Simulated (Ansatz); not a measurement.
Two isomers of H8N2O2Si2: A = `N[Si@H](O)[Si@H](N)O`, B = `N[Si](N)(O)O[SiH3]`.

Gas-phase electronic energies from Ansatz, PBE0-D4/def2-TZVP geometries. CCSD(T)/CBS adds triple-zeta CCSD(T) − MP2 to the extrapolated MP2 energy (def2 sets, frozen cores). DFT in def2-TZVPP. Each species was taken in one conformer, which may not be the lowest.

(1) Which is lower in electronic energy at CCSD(T)/CBS, and by how much? (Estimate.)

(2) Give E(B) − E(A) in kcal/mol with ωB97M-V, PBE0-D4, CCSD(T)/def2-TZVPP, PBE-D4, B2PLYP, CCSD/def2-TZVPP, HF/def2-TZVPP. (An estimate is asked.)

Largest T1 diagnostic: 0.012.

## Answers

(1) Ansatz gave: B, by 39.1 kcal/mol.

(2) Ansatz gave: ωB97M-V -39.5, PBE0-D4 -35.1, CCSD(T)/def2-TZVPP -39.7, PBE-D4 -31.3, B2PLYP -39.4, CCSD/def2-TZVPP -40.9, HF/def2-TZVPP -47.2. None reverses the order clearly.

In def2-TZVPP, CCSD(T) changes the Hartree–Fock value by +7.5 kcal/mol (the triples alone add +1.2 kcal/mol) and MP2 by +6.6 kcal/mol. From PBE to PBE0 (25 % exact exchange), in def2-TZVPP and without D4, E(B) − E(A) moves by −3.8 kcal/mol.
